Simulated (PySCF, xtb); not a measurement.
Si(F)(OH)(SeH)2 (FH3OSe2Si), SMILES [Si](O)(F)([SeH])[SeH].

xtb with GFN2-xTB at its own geometry gives an orbital gap of 4.12 eV and a dipole moment of 3.31 D.

Geometry optimised at ωB97X-D3(BJ)/def2-SVP. The values are those of a single conformer.

Problem. What does B3LYP/def2-TZVP (PySCF) give? (Estimate from the structure and the level; the computed values follow.)

Solution. gap 6.72 eV (levels -7.21 and -0.49 eV), dipole 1.65 D.
